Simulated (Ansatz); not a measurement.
## Dissociation curves of CTeS (Carbon sulfide Telluride)

The species is CTeS (3 atoms), meant as a singlet with charge 0. SMILES: `S=C=[Te]`. Geometry: a GFN2-xTB relaxation, a rough one for these elements and not checked as a minimum.

```csv
atom,x (Å),y (Å),z (Å)
S,1.3029,0.6816,0.7904
C,0.0921,0.0470,0.0558
Te,-1.3949,-0.7286,-0.8461
```

The S1–C2 distance is scanned; the parts on either side stay rigid. Basis STO-3G, 24 core orbitals frozen in the correlated methods; program Ansatz 0.2.0. FCI is exact within this basis and core. Energies in eV from each method's value at 1.552 Å; methods without a U are spin-restricted. The shape above is that at 1.552 Å.

```tsv
distance (Å)	PBE	PBE0	r2SCAN0	CCSDT(Q)	FCI
1.552	0.00	0.00	0.00	0.00	0.00
1.940	2.28	2.70	2.82	2.17	2.22
3.104	8.86	8.84	8.90	7.38	7.35
3.880	9.46	9.14	9.19	7.46	7.45
```

Departure from the FCI curve at its largest: PBE +2.01 eV at 3.88 Å; PBE0 +1.69 eV at 3.88 Å; r2SCAN0 +1.74 eV at 3.88 Å; CCSDT(Q) -0.05 eV at 1.94 Å. Restricted functionals keep the electrons paired too, and rise too high.
